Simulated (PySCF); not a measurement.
This PySCF input asks for the NMR shieldings of `BrC1=C[C@@H]2[C@@H]3[C@H]1[C@H]23`, C6H5Br; the geometry comes from GFN2-xTB.

```python
import basis_set_exchange as bse
import numpy as np
from pyscf import gto, dft
from pyscf.prop import nmr

atoms = """
Br    2.208485   -0.827368   -2.165882
C     0.910459   -0.178587   -0.981291
C     0.327972    1.018113   -0.925721
C    -0.608176    0.919050    0.228373
C    -0.039066   -0.043732    1.254095
C     0.329839   -0.987788    0.128934
C    -1.089117   -0.514109    0.363896
H     0.468786    1.882906   -1.541301
H    -1.229613    1.751590    0.519307
H     0.124494   -0.022254    2.310181
H     0.636147   -2.007176    0.305527
H    -2.039012   -0.991333    0.477854
"""
names = dict.fromkeys(["Br", "C", "H"], "pcSseg-1")
basis = {el: gto.basis.parse(bse.get_basis(n, elements=[el], fmt="nwchem")) for el, n in names.items()}
mol = gto.M(atom=atoms, basis=basis, charge=0, verbose=0)
mf = dft.RKS(mol, xc="PBE0")
mf.grids.level = 2
mf.grids.alignment = dft.numint.BLKSIZE   # the property module wants whole blocks of grid points
mf.conv_tol = 1e-9
mf.kernel()

calc = nmr.RKS(mf)   # GIAO
C = mf.mo_coeff
Co = C[:, mf.mo_occ > 0]
resp = mf.gen_response(singlet=True, hermi=2)
def vind(x):   # induced exchange potential for any number of trial vectors
    d = np.einsum("pi,xij,qj->xpq", C, 2 * x.reshape(-1, C.shape[1], Co.shape[1]), Co, optimize=True)
    return np.einsum("xpq,pi,qj->xij", resp(d - d.transpose(0, 2, 1)), C, Co, optimize=True).ravel()
mo1, _ = nmr.rhf.solve_mo1(calc, with_cphf=vind)
sigma = calc.kernel(mo1)
for i, s in enumerate(sigma):   # ppm
    print("%2d %-2s %9.2f" % (i, mol.atom_pure_symbol(i), np.trace(s) / 3))
```

Task: Give the expected output.

Result: 
```
 0 Br   2179.21
 1 C      37.05
 2 C      47.93
 3 C     148.58
 4 C     132.56
 5 C     142.18
 6 C     132.78
 7 H      25.60
 8 H      29.93
 9 H      27.54
10 H      29.96
11 H      27.55
```

These numbers come from an equivalent density-fitted implementation of the same equations, which agrees with the script to about 0.01 ppm for H and up to a few tenths of a ppm for heavy atoms, so last digits may differ.

Relativistic effects, spin–orbit coupling among them, are left out; they matter for Br and for the light atoms bonded to it.

Size and cost of the density-fitted run: 168 basis functions, 18 s wall time on 1 thread of an Arm Neoverse V2, shared host.
